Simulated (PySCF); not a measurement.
## I²⁺: ionisation energy

I²⁺ [Kr] 4d10 5s2 5p3 (4S) → I³⁺ [Kr] 4d10 5s2 5p2 (3P), as a difference of total energies. Calculation: PySCF 2.14, in def2-TZVPPD with the def2 core potential (28 electrons); scalar relativity through the core potential. Correlated levels: valence: 4s2 4p6 4d10 frozen; valence and next inner shell: nothing frozen outside the core potential. The calculations carry no spin-orbit coupling.

| method | ionisation energy (eV) | difference from reference (eV) |
| --- | --- | --- |
| UHF | 29.891 | +0.321 |
| LDA | 30.516 | +0.946 |
| PBE | 30.313 | +0.743 |
| PBE0 | 30.430 | +0.860 |
| r2SCAN | 30.608 | +1.038 |
| LC-wPBE | 30.476 | +0.906 |
| MN15 | 30.410 | +0.840 |
| PBEsol | 30.372 | +0.802 |
| PW91 | 30.389 | +0.819 |
| MP2 (valence) | 30.324 | +0.754 |
| SCS-MP2 (valence) | 30.196 | +0.626 |
| MP2 (valence and next inner shell) | 30.549 | +0.979 |
| SCS-MP2 (valence and next inner shell) | 30.362 | +0.792 |

Reference: 29.57 ± 0.025 eV (measured; NIST Atomic Spectra Database, ionization energies).

The reference lies between the lowest fine-structure levels, while these numbers refer to the centres of the terms.

Errors of the correlated levels include the incompleteness of this basis and the frozen core.
